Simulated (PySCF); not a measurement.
Gas-phase reaction: SnH2 + 3 Cl → SnCl3 + H2

Energies from PySCF, thermal terms from the rigid-rotor harmonic-oscillator model, ideal gas at 1 bar. † marks an energy on the PBE0/def2-TZVP geometry and frequencies; other levels use their own. CCSD(T) freezes the core. Open shells (unrestricted): Cl (multiplicity 2), SnCl3 (multiplicity 2); the rest are closed-shell singlets. Spin-orbit splitting is ignored; it lowers the true energy and changes the entropy of Cl. B3LYP is the form with VWN-RPA correlation. Sn: scalar-relativistic def2 core potential, no spin-orbit coupling. SnH2, SnCl3: computed as isolated molecules; such fragments, hydroxides, amides, oligomers or adducts are transient or little studied in the gas. CCSD(T) isn't extrapolated to the basis-set limit.

```
level               ΔH°(298 K), kJ
------------------  --------------
B3LYP/def2-TZVP†              -831
BLYP/def2-TZVP†                  …
CCSD(T)/def2-SVP†             -766
HF/def2-TZVP†                    …
PBE/def2-SVP                     …
PBE0/def2-SVP†                -852
PBE0/def2-TZVP                -874
ωB97X-V/def2-TZVP†               …
```

Question: Fill in the missing entries.

Answer: 
- BLYP/def2-TZVP†, ΔH°(298 K), kJ: -834
- HF/def2-TZVP†, ΔH°(298 K), kJ: -647
- PBE/def2-SVP, ΔH°(298 K), kJ: -889
- ωB97X-V/def2-TZVP†, ΔH°(298 K), kJ: -871
